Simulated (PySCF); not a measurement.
Cl₃OTa, charge +1, doublet, geometry from GFN2-xTB (such geometries of metal compounds can be far from the true shape) (the multiplicity is a formal guess) (core potentials on Ta); PySCF with DF-PBE/def2-SV(P).

Input for PySCF:
```python
from pyscf import gto, scf, dft

mol = gto.Mole()
mol.atom = '''
    Ta    0.158427    0.089490   -0.151698
    O     1.307560    0.738595   -1.252023
    Cl    1.082311   -0.919473    1.596379
    Cl   -1.176621   -1.430967   -1.064495
    Cl   -1.201315    1.618586    0.708712
'''
mol.basis = 'def2-sv(p)'
mol.ecp = {'Ta': 'def2-sv(p)'}
mol.charge = 1
mol.spin = 1
mol.verbose = 4
mol.build()

mf = dft.UKS(mol)
mf.xc = 'pbe'
mf = mf.density_fit(auxbasis='def2-universal-jkfit')
mf.kernel()
mf.analyze()
```

It wrote (shortened):

```
PySCF version 2.14.0

[INPUT] verbose = 4
[INPUT] num. atoms = 5
[INPUT] num. electrons = 71
[INPUT] charge = 1
[INPUT] spin (= nelec alpha-beta = 2S) = 1
[INPUT] symmetry False subgroup None
[INPUT] Mole.unit = angstrom
[INPUT] Symbol           X                Y                Z      unit          X                Y                Z       unit  Magmom
[...]
nuclear repulsion = 385.494620480442
number of shells = 41
number of NR pGTOs = 182
number of NR cGTOs = 93
basis = def2-sv(p)
ecp = {'Ta': 'def2-sv(p)'}

******** <class 'pyscf.df.df_jk.DFUKS'> ********
method = DFUKS
initial guess = minao
damping factor = 0
level_shift factor = 0
DIIS = <class 'pyscf.scf.diis.CDIIS'>
diis_start_cycle = 1
diis_space = 8
diis_damp = 0
SCF conv_tol = 1e-09
SCF conv_tol_grad = None
SCF max_cycles = 50
direct_scf = False
number electrons alpha = 36  beta = 35
XC library pyscf.dft.libxc version 7.1.2
    S. Lehtola, C. Steigemann, M. J. T. Oliveira, and M. A. L. Marques,  SoftwareX 7, 1–5 (2018)
XC functionals = pbe
    J. P. Perdew, K. Burke, and M. Ernzerhof,  Phys. Rev. Lett. 77, 3865 (1996)
    J. P. Perdew, K. Burke, and M. Ernzerhof,  Phys. Rev. Lett. 78, 1396 (1997)
    J. P. Perdew, K. Burke, and M. Ernzerhof,  Phys. Rev. Lett. 77, 3865 (1996)
    J. P. Perdew, K. Burke, and M. Ernzerhof,  Phys. Rev. Lett. 78, 1396 (1997)
radial grids:
    Treutler-Ahlrichs [JCP 102, 346 (1995); DOI:10.1063/1.469408] (M4) radial grids

becke partition: Becke, JCP 88, 2547 (1988); DOI:10.1063/1.454033
pruning grids: <function nwchem_prune>
grids dens level: 3
symmetrized grids: False
atomic radii adjust function: <function treutler_atomic_radii_adjust>
small_rho_cutoff = 0
Set gradient conv threshold to 3.16228e-05
tot grids = 94736
init E= -1499.48189208839

cycle= 1 E= -1510.45673667816  delta_E=  -11  |g|= 1.48  |ddm|= 5.71

cycle= 2 E= -1498.47565282419  delta_E=   12  |g|= 3.07  |ddm|= 8.12
cycle= 3 E= -1510.31046171112  delta_E= -11.8  |g|=  1.6  |ddm|=  7.8
cycle= 4 E= -1511.23812652936  delta_E= -0.928  |g|= 0.775  |ddm|= 0.881
cycle= 5 E= -1511.39757952246  delta_E= -0.159  |g|= 0.487  |ddm|= 1.37
cycle= 6 E= -1511.38981493189  delta_E= 0.00776  |g|= 0.494  |ddm|= 1.35
cycle= 7 E= -1511.49479614096  delta_E= -0.105  |g|= 0.304  |ddm|= 1.06
cycle= 8 E= -1511.55266971832  delta_E= -0.0579  |g|= 0.195  |ddm|= 1.07
cycle= 9 E= -1511.56378936766  delta_E= -0.0111  |g|= 0.125  |ddm|= 0.937
cycle= 10 E= -1511.54659204409  delta_E= 0.0172  |g|= 0.184  |ddm|= 1.06
cycle= 11 E= -1511.56221178589  delta_E= -0.0156  |g|= 0.133  |ddm|= 0.187
cycle= 12 E= -1511.56446833893  delta_E= -0.00226  |g|= 0.123  |ddm|= 0.253
cycle= 13 E= -1511.56550872735  delta_E= -0.00104  |g|= 0.121  |ddm|= 0.594

cycle= 14 E= -1511.56398722656  delta_E= 0.00152  |g|= 0.126  |ddm|= 1.05

cycle= 15 E= -1511.5648737398  delta_E= -0.000887  |g|= 0.12  |ddm|= 0.936

cycle= 16 E= -1511.56410945871  delta_E= 0.000764  |g|= 0.126  |ddm|= 0.316

cycle= 17 E= -1511.56588441916  delta_E= -0.00177  |g|= 0.116  |ddm|= 0.352

cycle= 18 E= -1511.56534056573  delta_E= 0.000544  |g|= 0.121  |ddm|= 0.224

cycle= 19 E= -1511.57063550534  delta_E= -0.00529  |g|= 0.0926  |ddm|= 1.05

cycle= 20 E= -1511.55770035294  delta_E= 0.0129  |g|= 0.152  |ddm|= 1.03

cycle= 21 E= -1511.56594787302  delta_E= -0.00825  |g|= 0.116  |ddm|= 0.638

cycle= 22 E= -1511.56608578973  delta_E= -0.000138  |g|= 0.118  |ddm|= 0.364

cycle= 23 E= -1511.56684957458  delta_E= -0.000764  |g|= 0.114  |ddm|= 0.101

cycle= 24 E= -1511.56802502767  delta_E= -0.00118  |g|= 0.106  |ddm|= 0.563

cycle= 25 E= -1511.56348191318  delta_E= 0.00454  |g|= 0.129  |ddm|= 1.06

cycle= 26 E= -1511.56608966625  delta_E= -0.00261  |g|= 0.115  |ddm|= 0.365

cycle= 27 E= -1511.56603956253  delta_E= 5.01e-05  |g|= 0.115  |ddm|= 0.0262

cycle= 28 E= -1511.56588875844  delta_E= 0.000151  |g|= 0.115  |ddm|= 0.0743

cycle= 29 E= -1511.56644978938  delta_E= -0.000561  |g|= 0.116  |ddm|= 0.607

cycle= 30 E= -1511.56833817269  delta_E= -0.00189  |g|= 0.103  |ddm|= 0.583

cycle= 31 E= -1511.56519909311  delta_E= 0.00314  |g|= 0.121  |ddm|= 1.05

cycle= 32 E= -1511.56471819107  delta_E= 0.000481  |g|= 0.123  |ddm|= 0.0265

cycle= 33 E= -1511.56551982276  delta_E= -0.000802  |g|= 0.119  |ddm|= 0.757

cycle= 34 E= -1511.56353290065  delta_E= 0.00199  |g|= 0.129  |ddm|= 0.665

cycle= 35 E= -1511.56584844533  delta_E= -0.00232  |g|= 0.12  |ddm|= 0.129

cycle= 36 E= -1511.56878359169  delta_E= -0.00294  |g|=  0.1  |ddm|= 0.447

cycle= 37 E= -1511.56088557821  delta_E= 0.0079  |g|= 0.141  |ddm|= 1.06

cycle= 38 E= -1511.56021454854  delta_E= 0.000671  |g|= 0.143  |ddm|= 0.0207
cycle= 39 E= -1511.56189953511  delta_E= -0.00168  |g|= 0.137  |ddm|= 0.59
cycle= 40 E= -1511.55077801161  delta_E= 0.0111  |g|= 0.173  |ddm|= 0.557

cycle= 41 E= -1511.56136154105  delta_E= -0.0106  |g|= 0.138  |ddm|= 0.112

cycle= 42 E= -1511.56919945038  delta_E= -0.00784  |g|= 0.0988  |ddm|= 0.475
cycle= 43 E= -1511.5586785859  delta_E= 0.0105  |g|= 0.145  |ddm|= 0.986

cycle= 44 E= -1511.56033332423  delta_E= -0.00165  |g|= 0.14  |ddm|= 0.052
cycle= 45 E= -1511.55117223488  delta_E= 0.00916  |g|= 0.174  |ddm|= 0.472
cycle= 46 E= -1511.55233441621  delta_E= -0.00116  |g|= 0.169  |ddm|= 0.116
cycle= 47 E= -1511.56004216787  delta_E= -0.00771  |g|= 0.142  |ddm|= 0.237

cycle= 48 E= -1511.56645417467  delta_E= -0.00641  |g|= 0.113  |ddm|= 0.135

cycle= 49 E= -1511.56690964321  delta_E= -0.000455  |g|= 0.11  |ddm|= 0.081

cycle= 50 E= -1511.56671287525  delta_E= 0.000197  |g|= 0.111  |ddm|= 0.0495
SCF not converged.
SCF energy = -1511.56671287525 after 50 cycles  <S^2> = 0.75564389  2S+1 = 2.005636
**** SCF Summaries ****
Total Energy =                       -1511.566712875253415
Nuclear Repulsion Energy =             385.494620480442279
One-electron Energy =                -2856.089586462143870
Two-electron Energy =                  959.028253106448005
Two-electron Coulomb Energy =         1058.186032168482143
DFT Exchange-Correlation Energy =      -99.157779062034109
**** MO energy ****
                             alpha | beta                alpha | beta
[...]
spin_pop of  0 Ta 5s       -0.00004
spin_pop of  0 Ta 6s       -0.00455
spin_pop of  0 Ta 7s       -0.00054
spin_pop of  0 Ta 8s        0.00000
spin_pop of  0 Ta 9s       -0.00001
spin_pop of  0 Ta 10s       -0.00002
spin_pop of  0 Ta 5px       0.00426
spin_pop of  0 Ta 5py       0.00389
spin_pop of  0 Ta 5pz      -0.00004
spin_pop of  0 Ta 6px      -0.00024
spin_pop of  0 Ta 6py      -0.00043
spin_pop of  0 Ta 6pz      -0.00114
spin_pop of  0 Ta 7px       0.00065
spin_pop of  0 Ta 7py       0.00043
spin_pop of  0 Ta 7pz       0.00029
spin_pop of  0 Ta 5dxy     -0.02476
spin_pop of  0 Ta 5dyz     -0.01057
spin_pop of  0 Ta 5dz^2    -0.01244
spin_pop of  0 Ta 5dxz     -0.01081
spin_pop of  0 Ta 5dx2-y2   -0.01125
spin_pop of  0 Ta 6dxy     -0.00272
spin_pop of  0 Ta 6dyz     -0.00089
spin_pop of  0 Ta 6dz^2    -0.00222
spin_pop of  0 Ta 6dxz     -0.00263
spin_pop of  0 Ta 6dx2-y2   -0.00220
spin_pop of  1 O 1s       -0.00000
spin_pop of  1 O 2s        0.00267
spin_pop of  1 O 3s       -0.00014
spin_pop of  1 O 2px       0.16807
spin_pop of  1 O 2py       0.18011
spin_pop of  1 O 2pz       0.05571
spin_pop of  1 O 3px      -0.00095
spin_pop of  1 O 3py      -0.00126
spin_pop of  1 O 3pz      -0.00126
spin_pop of  1 O 3dxy      0.00000
spin_pop of  1 O 3dyz      0.00007
spin_pop of  1 O 3dz^2     0.00002
spin_pop of  1 O 3dxz      0.00001
spin_pop of  1 O 3dx2-y2    0.00014
spin_pop of  2 Cl 1s       -0.00000
spin_pop of  2 Cl 2s       -0.00000
spin_pop of  2 Cl 3s        0.00074
spin_pop of  2 Cl 4s       -0.00008
spin_pop of  2 Cl 2px       0.00002
spin_pop of  2 Cl 2py       0.00000
spin_pop of  2 Cl 2pz       0.00000
spin_pop of  2 Cl 3px       0.32368
spin_pop of  2 Cl 3py       0.00304
spin_pop of  2 Cl 3pz       0.02232
spin_pop of  2 Cl 4px      -0.00007
spin_pop of  2 Cl 4py      -0.00017
spin_pop of  2 Cl 4pz      -0.00015
spin_pop of  2 Cl 3dxy     -0.00007
spin_pop of  2 Cl 3dyz     -0.00005
spin_pop of  2 Cl 3dz^2    -0.00007
spin_pop of  2 Cl 3dxz     -0.00006
spin_pop of  2 Cl 3dx2-y2   -0.00000
spin_pop of  3 Cl 1s       -0.00000
spin_pop of  3 Cl 2s       -0.00000
spin_pop of  3 Cl 3s        0.00067
spin_pop of  3 Cl 4s       -0.00009
spin_pop of  3 Cl 2px       0.00000
spin_pop of  3 Cl 2py       0.00000
spin_pop of  3 Cl 2pz      -0.00000
spin_pop of  3 Cl 3px       0.00423
spin_pop of  3 Cl 3py       0.00501
spin_pop of  3 Cl 3pz       0.00698
spin_pop of  3 Cl 4px      -0.00026
spin_pop of  3 Cl 4py      -0.00014
spin_pop of  3 Cl 4pz      -0.00027
spin_pop of  3 Cl 3dxy     -0.00005
spin_pop of  3 Cl 3dyz     -0.00011
spin_pop of  3 Cl 3dz^2    -0.00007
spin_pop of  3 Cl 3dxz     -0.00010
spin_pop of  3 Cl 3dx2-y2   -0.00007
spin_pop of  4 Cl 1s       -0.00000
spin_pop of  4 Cl 2s       -0.00000
spin_pop of  4 Cl 3s        0.00071
spin_pop of  4 Cl 4s       -0.00013
spin_pop of  4 Cl 2px       0.00000
spin_pop of  4 Cl 2py       0.00002
spin_pop of  4 Cl 2pz       0.00000
spin_pop of  4 Cl 3px       0.02196
spin_pop of  4 Cl 3py       0.20093
spin_pop of  4 Cl 3pz       0.08719
spin_pop of  4 Cl 4px      -0.00020
spin_pop of  4 Cl 4py      -0.00003
spin_pop of  4 Cl 4pz      -0.00021
spin_pop of  4 Cl 3dxy     -0.00005
spin_pop of  4 Cl 3dyz     -0.00008
spin_pop of  4 Cl 3dz^2    -0.00001
spin_pop of  4 Cl 3dxz     -0.00006
spin_pop of  4 Cl 3dx2-y2   -0.00008
In total            36.00000 | 35.00000

WARN: System has nonzero charge 1; the dipole moment is origin-dependent.
Location of origin: [0. 0. 0.]

Dipole moment(X, Y, Z, Debye):  0.41467,  1.09806,  3.46691
```

The run did not converge; its last values are not results.
